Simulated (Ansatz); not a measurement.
Counterpoise correction, worked out

The pair of Ag⁺ (SMILES [Ag+], atom 1) and C$_{2}$H$_{4}$ (SMILES C=C, atoms 2–7), both closed shells, in one local arrangement (a lower one may exist), relaxed at PBE0-D4/def2-TZVP:

```json
{"atom": "Ag1", "x (Å)": "-0.0084", "y (Å)": "0.0499", "z (Å)": "-1.9562"}
{"atom": "C2", "x (Å)": "-0.4603", "y (Å)": "0.4921", "z (Å)": "0.2868"}
{"atom": "C3", "x (Å)": "0.4626", "y (Å)": "-0.5060", "z (Å)": "0.2573"}
{"atom": "H4", "x (Å)": "-0.1599", "y (Å)": "1.5311", "z (Å)": "0.3930"}
{"atom": "H5", "x (Å)": "-1.5215", "y (Å)": "0.2729", "z (Å)": "0.3668"}
{"atom": "H6", "x (Å)": "0.1630", "y (Å)": "-1.5490", "z (Å)": "0.3131"}
{"atom": "H7", "x (Å)": "1.5246", "y (Å)": "-0.2909", "z (Å)": "0.3393"}
```

Computed with Ansatz 0.2.0 (basis: def2-TZVPPD); correlated methods freeze the cores. Filled d shells of the heavier atoms are correlated. Core potentials replace the inner electrons of the atoms past krypton.

MP2 total energies in eV:

| system | geometry | basis functions | energy |
| --- | --- | --- | --- |
| pair | pair | all | -6121.57866 |
| Ag⁺ | as in the pair | all (partner as ghosts) | -3986.50618 |
| C$_{2}$H$_{4}$ | as in the pair | all (partner as ghosts) | -2133.38311 |
| Ag⁺ | as in the pair | its own | -3986.39973 |
| C$_{2}$H$_{4}$ | as in the pair | its own | -2133.36283 |
| Ag⁺ | free (PBE0-D4 minimum) | its own | -3986.39973 |
| C$_{2}$H$_{4}$ | free (PBE0-D4 minimum) | its own | -2133.42029 |

Task: Work out the interaction energy with and without the counterpoise correction, the superposition error, and the binding energy from the relaxed fragments.

Result: Without correction: -6121.57866 − (-3986.39973) − (-2133.36283) = -1.81610 eV.
With correction (each fragment in the whole basis): -6121.57866 − (-3986.50618) − (-2133.38311) = -1.68937 eV = -38.96 kcal/mol.
The superposition error is the difference, 0.12673 eV, 7 % of the uncorrected value: each fragment borrows its partner's functions.
Deformation from the free shapes: 0.00000 eV for Ag⁺ and 0.05746 eV for C$_{2}$H$_{4}$.
Binding energy from relaxed fragments: -1.68937 + 0.00000 + 0.05746 = -1.63191 eV = -37.63 kcal/mol (electronic, without zero-point energy; negative means bound). For comparison, the corrected interaction energy by CCSD(T) at an estimated basis limit (MP2 extrapolated from triple and quadruple zeta, plus CCSD(T) − MP2 in triple zeta) is -1.639 eV.

No T1 diagnostic of these runs exceeds 0.012. The restricted Hartree–Fock reference is unstable towards an unrestricted one at one or more of these structures.

For scale, one of the runs: CCSD(T)/def2-TZVPPD, 198 basis functions, launched by `ansatz run in.yaml --threads 4 --pin off --events-out ev --progress --plain --max-ram 9574MiB`. The run took 20 s on 4 CPU threads of an Arm Neoverse V2 (shared host), with 1.8 GiB of host memory at its peak.
